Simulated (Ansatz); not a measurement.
Basis-set series for BrClHOSi, SMILES `O[Si](Cl)Br` radical. Total charge 0; spin multiplicity 2. The geometry is a stationary point of PBE0-D4/def2-TZVP. It is one conformer, not always the lowest.

| functional | basis | functions | energy (Eh) | HOMO (eV) | LUMO (eV) |
| --- | --- | --- | --- | --- | --- |
| PBE0-D4 | def2-SVP | 87 | -3398.51797 | -6.52 | -2.93 |
| PBE0-D4 | def2-QZVPP | 316 | -3399.27677 | -6.69 | -3.06 |
| ωB97M-V | def2-SVP | 87 | -3398.95810 | -8.24 | -1.27 |
| ωB97M-V | def2-QZVPP | 316 | -3399.71139 | -8.44 | -1.50 |

Q: Give the rows for def2-TZVPP. (An estimate is asked.)

A: Computed: 
```json
{"functional": "PBE0-D4", "basis": "def2-TZVPP", "functions": "177", "energy (Eh)": "-3399.19607", "HOMO (eV)": "-6.65", "LUMO (eV)": "-3.00"}
{"functional": "ωB97M-V", "basis": "def2-TZVPP", "functions": "177", "energy (Eh)": "-3399.63401", "HOMO (eV)": "-8.39", "LUMO (eV)": "-1.41"}
```

HOMO and LUMO are taken over both spins. Scalar relativity is left out up to krypton.
